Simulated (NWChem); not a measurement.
A series in which one site is exchanged, each optimised at B3LYP/6-31G* with NWChem, gas phase unless a solvent is named. Pople sets run with spherical d functions. This build's default masses of Se (78.918 u) and Br (79.917 u) are each other's, which moves their modes by up to 0.6 %.

A: ClC(Cl)=C=C (C3H2Cl2; site = Cl)
B: ClC(=C=C)F (C₃H₂ClF; site = F)
C: C(Cl)=C=C (C3H3Cl; site = H)
D: C(Cl)(=C=C)Br (C₃H₂BrCl; site = Br)

Values for A:

```
Quantity                                                     Value
-----------------------------------------------------------  -----
dipole (D), B3LYP/6-31G*                                      2.15
orbital gap (eV), B3LYP/6-31G*                                5.80
highest harmonic frequency (cm⁻¹), B3LYP/6-31G*               3213
lowest singlet excitation, B3LYP/def2-SVPD, TDA (eV)          4.29
SMD solvation free energy in water, B3LYP/6-31G* (kcal/mol)    0.5
```

Problem. How do these values change for the other members?

Solution. 
```csv
change from A,B,C,D
"dipole (D), B3LYP/6-31G*",-0.15,-0.24,-0.06
"orbital gap (eV), B3LYP/6-31G*",+0.08,+0.41,-0.30
"highest harmonic frequency (cm⁻¹), B3LYP/6-31G*",-9,+16,+2
"lowest singlet excitation, B3LYP/def2-SVPD, TDA (eV)",+0.03,+0.40,-0.19
"SMD solvation free energy in water, B3LYP/6-31G* (kcal/mol)",+1.0,-0.4,-0.7
```
